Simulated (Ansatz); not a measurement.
Ansatz (a program for electronic structure) input (B3LYP-D3(BJ)/def2-TZVP):

Ansatz 0.2 input:
```yaml
crystal:
  periodic: [false, false, false]
  atoms:
    - {symbol: Si, position_ang: [-0.42203746, -0.15415556, 0.01507273]}
    - {symbol: F, position_ang: [-0.55084093, -0.56995872, 1.53936292]}
    - {symbol: F, position_ang: [-0.91270085, -1.42586270, -0.77627126]}
    - {symbol: O, position_ang: [-0.93832987, 1.27072051, -0.38830143]}
    - {symbol: O, position_ang: [1.14883534, 0.06107826, -0.39468440]}
    - {symbol: H, position_ang: [1.66071515, 0.80588722, -0.07873585]}
basis:
  gaussian:
    orbitals: def2-TZVP
hamiltonian:
  xc: b3lyp
  dispersion: d3bj
magnetization: {spin_polarized: true, initial_magnetization: 1}
relax: {f_tol: 0.002, max_steps: 150}
```

End of the output:

```
0.22 GiB of the device are held for the grids
0.77 GiB of device memory are held for the factors and their scratch space
mean field: 0.75 GiB planned
mean field -17430.87317735 eV, -640.5727741976 hartree, gradient 7.5e-6 eV, S^2 0.753073; 0 other end points of the search recorded, 0 dependent functions left out
the calculation of the forces begins
reference -17430.87337668 eV, -640.5727815225 hartree; 25, 24 occupied and 142, 143 virtual orbitals, 919 factors
relax step  10: F+E_penalty+E_count = -17431.03924842 eV  Δ(F+E_penalty+E_count) = -1.562e-5 eV  max|allowed force component| = 3.223e-3 eV/Å  Δτ_max = 0.0055 Å  (56 SCF iters, accepted)
these checks for a lower state are left out or cut short: starts, cluster_reference, orbital_swaps, neighbouring_geometries, increment
integrals: 0.07 GiB planned
919 factors; their error is unknown
0.22 GiB of the device are held for the grids
0.77 GiB of device memory are held for the factors and their scratch space
mean field: 0.74 GiB planned
mean field -17430.87318843 eV, -640.5727746046 hartree, gradient 1.1e-5 eV, S^2 0.753073; 0 other end points of the search recorded, 0 dependent functions left out
the calculation of the forces begins
reference -17430.87338775 eV, -640.5727819294 hartree; 25, 24 occupied and 142, 143 virtual orbitals, 919 factors
relax step  11: F+E_penalty+E_count = -17431.03924908 eV  Δ(F+E_penalty+E_count) = -6.541e-7 eV  max|allowed force component| = 4.539e-3 eV/Å  Δτ_max = 0.0010 Å  (45 SCF iters, accepted)
these checks for a lower state are left out or cut short: starts, cluster_reference, orbital_swaps, neighbouring_geometries, increment
integrals: 0.07 GiB planned
919 factors; their error is unknown
0.22 GiB of the device are held for the grids
0.77 GiB of device memory are held for the factors and their scratch space
mean field: 0.74 GiB planned
mean field -17430.87318455 eV, -640.5727744622 hartree, gradient 5.3e-6 eV, S^2 0.753073; 0 other end points of the search recorded, 0 dependent functions left out
the calculation of the forces begins
reference -17430.87338387 eV, -640.5727817870 hartree; 25, 24 occupied and 142, 143 virtual orbitals, 919 factors
relax step  12: F+E_penalty+E_count = -17431.03924968 eV  Δ(F+E_penalty+E_count) = -6.079e-7 eV  max|allowed force component| = 1.769e-3 eV/Å  Δτ_max = 0.0004 Å  (44 SCF iters, accepted)
integrals: 0.07 GiB planned
919 factors; their error is unknown
0.22 GiB of the device are held for the grids
0.77 GiB of device memory are held for the factors and their scratch space
mean field: 0.74 GiB planned
mean field evaluation 160: about -17412.3323 eV, gradient 7.8e1 eV
mean field evaluation 192: about -17430.6829 eV, gradient 5.5e0 eV
mean field -17430.87318455 eV, -640.5727744622 hartree, gradient 5.3e-6 eV, S^2 0.753073; 3 other end points of the search recorded, 0 dependent functions left out
the calculation of the forces begins
reference -17430.87338387 eV, -640.5727817870 hartree; 25, 24 occupied and 142, 143 virtual orbitals, 919 factors
Total energy: -17431.03944900 eV, -640.5788845679 hartree
Atom 0 at    -0.348002    -0.160346    -0.001909 Å, force    -0.001769     0.000757    -0.000392 eV/Å
Atom 1 at    -0.551474    -0.479551     1.532061 Å, force     0.000172     0.000010    -0.000108 eV/Å
Atom 2 at    -0.905610    -1.395069    -0.802699 Å, force     0.000067    -0.000286     0.000109 eV/Å
Atom 3 at    -1.128961     1.250810    -0.351806 Å, force     0.000381    -0.000553     0.000392 eV/Å
Atom 4 at     1.193747     0.044524    -0.438651 Å, force     0.001222     0.000290     0.000200 eV/Å
Atom 5 at     1.725942     0.727341    -0.020553 Å, force    -0.000072    -0.000217    -0.000202 eV/Å
Dipole moment:     0.368771     0.207094     0.131783 e Å
```

It need not be the lowest isomer of its formula.
